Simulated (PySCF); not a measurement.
Compound: C₆H₇F₂ (doublet state).
Z-matrix (Å and degrees, GFN2-xTB geometry), rows numbered from 1:
```
C 
C   1  1.3216
C   2  1.4782  1  123.38
C   3  1.4628  2  122.04  1  -159.87
C   4  1.4604  3   63.55  2  -108.28
C   5  1.5077  3  119.60  4  -110.18
F   6  1.3582  5  111.00  3   -80.17
F   6  1.3583  5  110.13  3   163.17
H   1  1.0757  2  121.67  3   179.16
H   1  1.0773  2  121.92  3    -0.94
H   2  1.0805  1  120.36  3  -178.78
H   3  1.0898  2  112.25  1   -11.44
H   4  1.0668  3  133.91  5  -124.83
H   5  1.0895  3  118.89  4   108.99
H   6  1.0987  5  114.26  3    41.97
```

The hyperfine couplings belong to this conformer and change with its torsions.

The species is `C=C[C@@H]1[CH][C@@H]1C(F)F` [radical].

Theory: UKS B3LYP, pcH-1 on C F H, non-relativistic, mean-field spin-orbit, GIAO in PySCF 2.14.0. Geometry: GFN2-xTB, one conformer, isolated molecule. The geometry wasn't refined by DFT: couplings that depend on bond lengths, twists or pyramidal angles can differ widely from those at the functional's own minimum. Stability of the SCF solution: not tested.

Principal values of hyperfine tensors in MHz (contact and dipolar terms together), for some of the nuclei:

| atom | isotope | A1 | A2 | A3 |
| --- | --- | --- | --- | --- |
| H12 | 1H | 55.17 | 58.40 | 67.84 |
| C6 | 13C | 55.56 | 56.31 | 66.47 |
| H14 | 1H | 53.52 | 56.58 | 65.93 |
| C2 | 13C | 45.71 | 47.07 | 55.79 |
| C5 | 13C | -23.73 | -20.20 | -14.69 |
| C3 | 13C | -23.62 | -19.39 | -15.02 |
| H13 | 1H | -51.97 | -21.58 | 20.71 |
| F7 | 19F | -9.69 | -9.02 | 0.74 |

Question: Split each tensor into its isotropic and traceless parts, and turn a_iso into mT with g = 2.0026.

Answer: a_iso = (A1 + A2 + A3)/3, Ti = Ai − a_iso; 1 mT corresponds to 28.030 MHz.

```json
{"atom": "H12", "a_iso (MHz)": "60.47", "a_iso (mT)": "2.157", "T1": "-5.30", "T2": "-2.07", "T3": "7.37"}
{"atom": "C6", "a_iso (MHz)": "59.45", "a_iso (mT)": "2.121", "T1": "-3.89", "T2": "-3.13", "T3": "7.02"}
{"atom": "H14", "a_iso (MHz)": "58.67", "a_iso (mT)": "2.093", "T1": "-5.16", "T2": "-2.09", "T3": "7.25"}
{"atom": "C2", "a_iso (MHz)": "49.52", "a_iso (mT)": "1.767", "T1": "-3.82", "T2": "-2.45", "T3": "6.27"}
{"atom": "C5", "a_iso (MHz)": "-19.54", "a_iso (mT)": "-0.697", "T1": "-4.19", "T2": "-0.66", "T3": "4.85"}
{"atom": "C3", "a_iso (MHz)": "-19.34", "a_iso (mT)": "-0.690", "T1": "-4.27", "T2": "-0.05", "T3": "4.32"}
{"atom": "H13", "a_iso (MHz)": "-17.61", "a_iso (mT)": "-0.628", "T1": "-34.36", "T2": "-3.97", "T3": "38.33"}
{"atom": "F7", "a_iso (MHz)": "-5.99", "a_iso (mT)": "-0.214", "T1": "-3.70", "T2": "-3.03", "T3": "6.73"}
```

Question: What spin density at the nucleus of C2 lies behind its contact coupling (g_N = 1.40482)?

Answer: a_FC = 800.24 MHz bohr³ × g_N × ρ(0)/(2S). With a_FC = 49.52 MHz and 2S = 1, ρ(0) = 0.04405 bohr⁻³.

Question: C4 (13C, g_N = 1.40482) isn't in the table. Its spin density at the nucleus is 0.2273 bohr⁻³. What is its contact coupling?

Answer: By the same relation, a_FC = 255.6 MHz. Its full tensor has the principal values 178.35, 182.82, 405.48 MHz.

Question: Which nucleus of the table has the largest anisotropic coupling, and what is its form?

Answer: H13: -34.4, -4.0, 38.3 MHz, rhombic: the two smaller values differ by 79 % of the largest.

Question: In a single crystal, with the field along each principal axis of the tensor of C6 in turn, what first-order splitting does this nucleus give (isotropic g, quadrupole terms neglected)?

Answer: 2 lines (I = 1/2), spaced by |A_i|/(g × 13.996): 1.98, 2.01, 2.37 mT along the axes of A1, A2 and A3.
